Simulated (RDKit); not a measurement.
RDKit input (UFF):

```python
from rdkit import Chem
from rdkit.Chem import AllChem, rdDetermineBonds

mol = Chem.MolFromXYZFile('mol.xyz')
rdDetermineBonds.DetermineBonds(mol, charge=-1)
print('SMILES', Chem.MolToSmiles(Chem.RemoveHs(mol)))
ff = AllChem.UFFGetMoleculeForceField(mol)
e0 = ff.CalcEnergy()
flag = ff.Minimize(maxIts=5000, forceTol=1e-5)
print(f'energy {e0:.4f} -> {ff.CalcEnergy():.4f} kcal/mol, converged: {flag == 0}')
print(Chem.MolToXYZBlock(mol))
```
mol.xyz:
```
10

C     -1.78375000    -0.45640200    -0.01709600
Ge    -0.05727300     0.30278300    -0.05746500
C      1.68113100    -0.74218800     0.22631100
H     -1.91824300    -1.20853500    -0.80332100
H     -2.01613500    -0.89205800     0.96175200
H      0.26232100     1.00478400    -1.43270300
H      0.12655500     1.44370200     1.01525900
H      1.66583600    -1.21768900     1.21129600
H      2.56577600    -0.09808500     0.15988700
H      1.76233100    -1.52964600    -0.52857000
```

Output:

```
SMILES [CH2-][GeH2][CH3]
energy 8.5382 -> -0.7175 kcal/mol, converged: True
10

C     -1.627049   -0.495665   -0.001892
Ge     0.059912    0.467816   -0.080362
C      1.524678   -0.773928    0.223534
H     -1.637899   -1.283422   -0.782864
H     -1.737090   -0.964763    0.997325
H      0.218434    1.120184   -1.477229
H      0.079672    1.565966    1.013086
H      1.410171   -1.242222    1.222630
H      2.488338   -0.226314    0.179195
H      1.509383   -1.560987   -0.558073
```

The dipole moment of an ion depends on the origin.

The geometry given is a B3LYP-D3(BJ)/def2-TZVP minimum.
